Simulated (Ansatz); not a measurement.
Species: tribromo(ethoxy)germane, C$_{2}$H$_{5}$Br$_{3}$GeO, charge 0, multiplicity 1. 
Coordinates optimised at B3LYP-D3(BJ)/def2-TZVP (Ansatz, a program for electronic structure):
```
O
C 1 1.4392
H 2 1.0940 1 109.55
H 2 1.0940 3 108.18 1 -119.37
C 2 1.5123 3 110.83 4 -121.69
H 5 1.0903 2 110.58 3 179.93
H 5 1.0903 6 108.55 2 -121.46
H 5 1.0919 6 108.60 7 -117.89
Ge 1 1.7562 2 120.47 3 -59.26
Br 9 2.2890 1 106.07 2 -180.00
Br 9 2.3110 1 110.19 2 -59.89
Br 9 2.3110 1 110.19 2 59.89
```

Total electronic energies in hartree. Cores are frozen in the correlated levels unless marked. Spin-orbit coupling is left out. The frozen core is the preceding noble-gas configuration, with the filled d and f shells of earlier blocks. Non-relativistic. CBS marks a two-point X^-3 extrapolation of the correlation energy; Hartree-Fock from the larger set.

```
level                                       program  energy (Eh)
-----------------------------------  --------------  -----------
HF/aug-cc-pVDZ                               Ansatz  -9946.19015
RI-HF/aug-cc-pVTZ                            Ansatz  -9946.53077
SVWN5/def2-TZVPD                             Ansatz  -9939.10121
B97M-V/def2-TZVPD                            Ansatz  -9952.34592
PBE0/6-31G*                                  Ansatz  -9951.56013
PBE0/def2-QZVPP                              Ansatz  -9953.02143
r2SCANh-D4/def2-TZVPD                Ansatz + dftd4  -9953.99394
LC-wPBE-D3(BJ)/def2-TZVPD            Ansatz + dftd3  -9952.72037
LC-wPBE/def2-TZVPD                           Ansatz  -9952.70437
wB97X-V/def2-TZVPD                           Ansatz  -9953.19981
PBE-QIDH/def2-TZVPD                          Ansatz  -9951.36701
MP2/STO-3G                                   Ansatz  -9837.70718
MP2/6-31G*                                   Ansatz  -9945.93429
MP2/cc-pVTZ                                  Ansatz  -9947.69997
RI-MP2/cc-pVTZ                               Ansatz  -9947.69962
RI-MP2/CBS(aug-cc-pVTZ,aug-cc-pVQZ)          Ansatz   -9947.9066
CCSD/6-31G                                   Ansatz  -9945.27265
CCSD/6-31G*                                  Ansatz  -9945.99106
CCSD/cc-pVTZ                                 Ansatz  -9947.76149
CCSD(T)/aug-cc-pVDZ                          Ansatz  -9947.23961
CCSD(T)/aug-cc-pVTZ                          Ansatz  -9947.84522
CCSD(T)/cc-pVQZ                              Ansatz  -9947.93980
CCSD(T)/CBS(cc-pVTZ,cc-pVQZ)                 Ansatz   -9948.0145
```

Totals of different functionals don't rank their quality; only differences between species are comparable.
